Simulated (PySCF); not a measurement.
Computed IR spectrum (relative IR intensity) of a molecule C6H8. Geometry: PBE0-D3(BJ)/def2-SVP. One conformer was computed; it need not be the lowest. Computed with PBE0-D3(BJ)/def2-SVP (PySCF). Frequencies are harmonic and unscaled.

ν (cm⁻¹): 307 (w), 330 (w), 344 (vw), 532 (w), 829 (w), 874 (vs), 898 (w), 944 (m), 975 (s), 1061 (vw), 1068 (w), 1106 (vw), 1120 (vw), 1204 (vw), 1282 (m), 1434 (w), 1475 (m), 1520 (w), 2097 (s), 3138 (w), 3140 (w), 3148 (m), 3153 (w), 3191 (w), 3253 (w) (against the strongest line: vs over 80 %, s over 45 %, m over 15 %, w over 4 %, vw less)

### Question
Which molecule gave these data?
A) C=C1CCC1=C
B) C#C[C@H](C)C=C
C) C=C=CC1CC1
D) C=C=C1CCC1

### Answer
C, C=C=CC1CC1
